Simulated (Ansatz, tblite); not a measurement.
Forces on (H2Ga-mu-NH2)3 (Ga₃N₃H₁₂) at its B3LYP-D4/def2-SVP geometry. Charge 0, multiplicity 1.

The xTB rows come from tblite.

GFN1-xTB (tblite), largest force 0.40 eV/Å:

```xyz
18
positions Å, forces eV/Å
Ga   -0.506   -0.959    1.792   -0.055   -0.115    0.206
H     0.625   -1.164    2.870   -0.274   -0.001   -0.077
H    -1.998   -1.429    1.969    0.272    0.001    0.081
N    -0.578    0.992    1.266   -0.030    0.278    0.289
Ga   -1.224    1.371   -0.609   -0.209    0.156   -0.136
H    -2.309    0.286   -0.971    0.050    0.312    0.012
H    -1.441    2.925   -0.762   -0.062   -0.280   -0.007
N     0.440    0.856   -1.641    0.072    0.142   -0.291
Ga    1.635   -0.571   -0.846    0.277   -0.031   -0.097
H     2.272   -1.405   -2.023   -0.014    0.157    0.232
H     2.472    0.145    0.282    0.033   -0.185   -0.260
N     0.226   -1.699    0.057   -0.038   -0.394   -0.073
H    -1.203    1.473    1.917    0.269   -0.045   -0.117
H     0.339    1.423    1.415   -0.354   -0.065   -0.007
H     1.009    1.692   -1.794   -0.170   -0.255   -0.064
H     0.152    0.567   -2.580    0.133    0.175    0.242
H    -0.544   -1.886   -0.592    0.301   -0.022    0.196
H     0.633   -2.617    0.250   -0.201    0.172   -0.130
```

GFN2-xTB (tblite), largest force 0.35 eV/Å:

```
Ga 0.034 0.064 -0.124
H -0.281 0.059 -0.149
H 0.324 0.021 0.005
N -0.176 0.020 -0.037
Ga -0.035 -0.203 0.098
H 0.137 0.317 0.020
H 0.025 -0.304 0.029
N -0.004 -0.016 0.016
Ga -0.057 0.037 0.222
H -0.113 0.163 0.233
H -0.045 -0.178 -0.297
N 0.163 -0.017 0.029
H -0.032 0.045 0.075
H 0.081 0.007 -0.034
H 0.042 0.079 0.008
H -0.020 -0.043 -0.062
H -0.054 0.040 -0.050
H 0.010 -0.090 0.016
```

PBE-D4/def2-TZVP (Ansatz), largest force 0.08 eV/Å:

```
Ga -0.002 -0.011 0.017
H 0.060 -0.008 0.037
H -0.069 -0.008 -0.003
N 0.007 0.014 0.015
Ga -0.007 0.016 -0.003
H -0.039 -0.061 -0.010
H -0.003 0.065 -0.004
N 0.012 0.022 -0.059
Ga 0.009 -0.014 -0.012
H 0.021 -0.036 -0.053
H 0.026 0.038 0.059
N -0.021 -0.021 -0.013
H -0.060 0.019 0.029
H 0.062 0.004 -0.008
H 0.026 0.048 0.027
H -0.021 -0.040 -0.019
H -0.044 0.018 -0.027
H 0.047 -0.046 0.026
```
